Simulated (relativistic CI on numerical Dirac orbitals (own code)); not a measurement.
L2,3 absorption of iron in several valence states

Computed multiplet spectra 2p⁶3dⁿ → 2p⁵3dⁿ⁺¹ (Dirac-Coulomb-Breit ions, Slater integrals scaled by 0.7, an assumed crystal field that grows with the charge, no charge transfer; 300 K; Lorentzian 0.4 eV and Gaussian 0.3 eV FWHM at both edges, so that L2 comes out sharper than in experiment). Peaks over 5 % are given in eV from the highest peak in the L3 region of each spectrum (height, largest 100). S of the lowest state is read from ⟨S²⟩, and the branching ratio is the share of L3, cut at the minimum between the edges.

Field parameters in Wybourne normalisation: Oh B⁴₀ = 21Dq, B⁴₄ = √(5/14) B⁴₀. The field is a parameter set, without covalency.

- Fe²⁺ (d6, Oh, 10Dq = 17800 cm⁻¹): S = 0.02, low spin, branching ratio 0.65; peaks -1.7 (7), 0.0 (100), 2.0 (22), 11.9 (58), 13.6 (11)
- Fe³⁺ (d5, Oh, 10Dq = 22950 cm⁻¹): S = 0.52, low spin, branching ratio 0.71; peaks -3.9 (38), -1.6 (54), 0.0 (100), 2.1 (19), 11.7 (64), 13.6 (13)
- Fe⁴⁺ (d4, Oh, 10Dq = 28150 cm⁻¹): S = 1.02, low spin, branching ratio 0.66; peaks -5.3 (50), -1.8 (92), -0.9 (82), 0.0 (100), 1.8 (20), 8.0 (16), 8.5 (19), 10.9 (77), 12.9 (25), 14.0 (10)
- Fe⁵⁺ (d3, Oh, 10Dq = 33350 cm⁻¹): S = 1.50, branching ratio 0.61; peaks -4.3 (53), -1.9 (57), 0.0 (79), 0.8 (73), 1.2 (73), 5.5 (6), 8.3 (24), 9.7 (45), 10.8 (100), 12.1 (34), 13.6 (42)

The centroid of the whole edge, which also moves with the branching ratio, lies at 714.8 (Fe²⁺), 716.5 (Fe³⁺), 720.5 (Fe⁴⁺), 725.6 (Fe⁵⁺) eV in this ionic model, in steps of 1.7 to 5.1 eV. Compounds show about 1 to 2 eV a unit and lower energies for the high valences, since ligands screen the charge. The multiplet shape follows the d count and the spin state, and so serves as a fingerprint of valence.
